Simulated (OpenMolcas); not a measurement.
**Ir3+ in Cs2NaYCl6: curves along the breathing mode**

Ir3+ with its 6 nearest chloride ions, on the Y site of Cs2NaYCl6 (a = 10.7396 Å, distance in the model lattice 2.619 Å). The rest of the host is ab initio model potentials to 7.6 Å, with orthogonalisation functions on the cations behind the ligands, and point charges beyond; the distance is set by hand and nothing relaxes. Ligand basis ANO-RCC-VDZP.

```yaml
Program: OpenMolcas 26.06
Method: CASSCF
Basis: ANO-RCC-VDZP [7s6p4d2f]
Scalar_Hamiltonian: DKH2, point nucleus
Active_space: 6 electrons in 5 orbitals (5d)
State_averaging: 2S+1 = 5 even, 5 roots; 2S+1 = 3 even, 45 roots; 2S+1 = 1 even, 50 roots
Spin-orbit_coupling: state interaction with AMFI integrals over the reference wave functions
```

Spin-free energies (labels of O, the rotations of Oh) in cm-1 above the lowest fitted minimum, as all ligands move together:

| R (Å) | 1A1 | 3T1 | 5T2 | 3T2 | 1T1 | 1T2 | 5E |
| --- | --- | --- | --- | --- | --- | --- | --- |
| 2.338 | 1280 | 18160 | 28260 | 22580 | 23120 | 31080 | 52380 |
| 2.393 | -30 | 14060 | 21310 | 18410 | 19230 | 27160 | 42900 |
| 2.448 | 920 | 12540 | 17280 | 16800 | 17880 | 25720 | 36630 |
| 2.503 | 3760 | 13160 | 15700 | 17320 | 18670 | 26360 | 33070 |
| 2.558 | 8170 | 15610 | 16220 | 19640 | 21260 | 28750 | 31850 |
| 2.613 | 13910 | 19610 | 18540 | 23500 | 25390 | 32620 | 32630 |
| 2.668 | 20830 | 24960 | 22430 | 28700 | 30860 | 37780 | 35170 |

Cubic fits give the following; the wavenumber is harmonic, with the mass of all moving ligands, small differences in it between states hang on the degree of the fit, a number in brackets counts states of one label, and the table is a selection of at most 14 states with clean curves.

```csv
State,R0 (Å),Breathing mode (cm-1),Minimum (cm-1)
1A1,2.396,336,0
3T1,2.459,333,12490
5T2,2.515,329,15620
3T2,2.462,330,16720
1T1,2.455,333,17860
1T2,2.458,327,25680
5E,2.561,324,31840
3E,2.509,329,33050
1T2(2),2.504,331,36050
1E,2.507,329,36450
1A1(2),2.506,329,37470
1A2,2.510,325,42020
3A2,2.524,318,42510
3E(2),2.556,324,45980
```

The minimum of 1T1 is shifted by +0.0584 Å against 1A1 (from the unrounded fits). With M = 212.7 u for the moving shell, the Huang-Rhys factor in this mode is S = M ω ΔR² / 2ħ = 0.01483 × 212.7 × 336 × 0.0584² = 3.61. Only the first shell moves, against a rigid host.

Without dynamic correlation the repulsion within the d shell is too large (B by tens of per cent), so at a given field states of lower spin stand too high. With metal d orbitals alone the field can be off either way by tens of per cent. Ligand-to-metal charge-transfer states are missing. With no ligand orbital active B as a rule stays too high, so bands that hang on it stand too high and its fall with covalency is understated. Spin-orbit coupling mixes the spin-free states strongly: the lowest level takes only 67 % from its leading state, 1A1 (figures for R = 2.503; the like holds for R = 2.558, R = 2.613, R = 2.668). The least metal-like active orbital is 66 % on the metal (Löwdin) and no ligand orbital is active, so the numbers are rough, and ground spin, moment and any spin crossover can be artefacts of this space; highly charged d ions in such sites are as a rule low spin (holds for R = 2.338). The least metal-like active orbital is 68 % on the metal (Löwdin) and no ligand orbital is active, so the numbers are rough, and ground spin, moment and any spin crossover can be artefacts of this space; highly charged d ions in such sites are as a rule low spin (holds for R = 2.393). The least metal-like active orbital is 69 % on the metal (Löwdin) and no ligand orbital is active, so the numbers are rough, and ground spin, moment and any spin crossover can be artefacts of this space; highly charged d ions in such sites are as a rule low spin (holds for R = 2.448). This shell can be high or low spin here, a state of another spin lies low, and with metal d orbitals alone active their balance is uncertain, so the ground spin may be wrong, although the usual error favours high spin (holds for R = 2.503; R = 2.558; R = 2.613; R = 2.668). The least metal-like active orbital is 70 % on the metal (Löwdin) and no ligand orbital is active, so the numbers are rough (holds for R = 2.503). The least metal-like active orbital is 71 % on the metal (Löwdin) and no ligand orbital is active, so the numbers are rough (holds for R = 2.558). The least metal-like active orbital is 72 % on the metal (Löwdin) and no ligand orbital is active, so the numbers are rough (holds for R = 2.613; R = 2.668). No measured value stands beside these numbers.
